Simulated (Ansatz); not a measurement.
# Ligand exchange: BH(CH3)(NH2) + CH6InN → BH2(NH2) + C2H8InN

Species: BH(CH3)(NH2), singlet; CH6InN `C[NH][InH2]`, singlet; BH2(NH2), singlet; C2H8InN `C[NH][InH][CH3]`, singlet. The partners trade CH3 for H: B–CH3 and In–H bonds give way to B–H and In–CH3.

Shapes, held fixed at every level: PBE0-D4/def2-TZVP. Flexible molecules stand in one conformer, not always the lowest. Programs: Ansatz 0.2.0. The zero-point and thermal change to 298 K, harmonic and unscaled (PBE0-D4/def2-TZVP), is +4.1 kJ/mol.

Estimate ΔH(298 K) of this reaction.

The highest level, CCSD(T)/def2-TZVPP, gives ΔH(298 K) = +22.5 kJ/mol; the levels span +22.5 to +31.1. The column of differences is taken from that level and isn't an error. No measured value is set beside it here. For atoms past krypton def2 sets carry core potentials with scalar relativity. Outer-core shells of In are correlated, in sets that cover them unevenly.

| level | kind | ΔH(298 K) (kJ/mol) | less CCSD(T)/def2-TZVPP |
| --- | --- | --- | --- |
| r2SCAN-D4/def2-TZVPP | meta-GGA | +31.1 | +8.6 |
| BHLYP-D4/def2-TZVPP | global hybrid | +28.9 | +6.4 |
| wB97M-V/def2-TZVPP | range-separated hybrid | +28.6 | +6.1 |
| wB97X-V/def2-TZVPP | range-separated hybrid | +28.6 | +6.1 |
| B2PLYP/def2-TZVPP | double hybrid | +24.4 | +1.9 |
| MP2/def2-SVP | perturbation theory | +30.7 | +8.2 |
| CCSD/def2-TZVPP | coupled cluster or CI | +24.1 | +1.6 |
| CCSD(T)/def2-TZVPP | coupled cluster or CI | +22.5 | 0.0 |
